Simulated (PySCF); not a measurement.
From one molecule to another.

First species: C₆H₁₂OSi₂.
SMILES: `[SiH3]OC1=C[SiH2][C@H]2C[C@@H]1C2`

Second species: C6H8ClNS.
SMILES: `N#C/C(Cl)=C\CCCS`

Levels: PBE0/pcSseg-1 for HOMO energy, LUMO energy and HOMO–LUMO gap. Geometries: GFN2-xTB. Each species is one conformer at its optimised geometry, gas phase, non-relativistic unless stated. Electronic properties by PySCF.

Dipoles, sizes and rotational constants follow the conformer. The torsions of the flexible species, by atom-mapped SMILES:
- `[N:1]#[C:2]/[C:3]([Cl:4])=[CH:5]\[CH2:6][CH2:7][CH2:8][SH:9]`: C3–C5–C6–C7 113°, C5–C6–C7–C8 177°, C6–C7–C8–S9 -178°, H–S9–C8–C7 -64°

The conformers of `[SiH3]OC1=C[SiH2][C@H]2C[C@@H]1C2` aren't listed.

Values for the first species:

* HOMO energy: -6.75 eV
* LUMO energy: 0.14 eV
* HOMO–LUMO gap: 6.89 eV

(1) Estimate the same properties for the second species, and the change in each.

Answers

(1) 
```csv
property,first,second,second less first
HOMO energy,-6.75 eV,-7.08 eV,-0.33 eV
LUMO energy,0.14 eV,-1.82 eV,-1.96 eV
HOMO–LUMO gap,6.89 eV,5.26 eV,-1.63 eV
```

